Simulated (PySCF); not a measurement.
# YbI2 at several levels of theory

Computed with PySCF 2.14.0 (density fitting, no spin-orbit coupling) at the geometry relaxed with PBE0:

```xyz
3
YbI2 (singlet in the valence; each metal's 4f electrons, 14 of them, lie in its core potential, out of spins and levels)
Yb    0.0000    0.0000    0.0798
I     2.9357    0.0000    0.0970
I    -2.9357    0.0000    0.0970
```

| level | basis | state | HOMO (eV) | gap (eV) | charge on Yb1 (e) | population of f-type functions on Yb1 (polarisation alone where 4f lies in the core) | dipole about the centre of mass (D) | largest force component (eV/Å) |
| --- | --- | --- | --- | --- | --- | --- | --- | --- |
| PBE0 | Yb lcecp-0-SVP with ECP60, I def2-SVP with ECP28 | singlet | – | – | 0.73 | 0.01 | 0.09 | 0.00 |
| M06-L | the same | singlet | – | – | 0.74 | 0.00 | 0.09 | 0.17 |
| PBE0 | Yb lcecp-0-TZVP with ECP60, I def2-TZVP with ECP28 | singlet | – | – | 1.08 | 0.01 | 0.09 | 0.00 |

In the lcecp rows the 4f levels are missing from HOMO and gap, and the state counts the valence alone.

Charges are Mulliken's, which hang on the basis. The relaxation used the grid (50, 194), these runs (75, 302) or, all-electron (x2c bases, spin-free X2C Hamiltonian), (99, 590).

Problem. What does BP86 with Yb lcecp-0-SVP with ECP60, I def2-SVP with ECP28 give here?

Solution. state singlet, charge on Yb1 (e) 0.63, population of f-type functions on Yb1 (polarisation alone where 4f lies in the core) 0.00, dipole about the centre of mass (D) 0.09, largest force component (eV/Å) 0.08. Time: 4.2 s on 2 threads of Arm Neoverse V1, with other jobs on the host, from an already converged density.

An lcecp potential fixes the number of 4f electrons, so in runs with it no electron can move into or out of that shell.
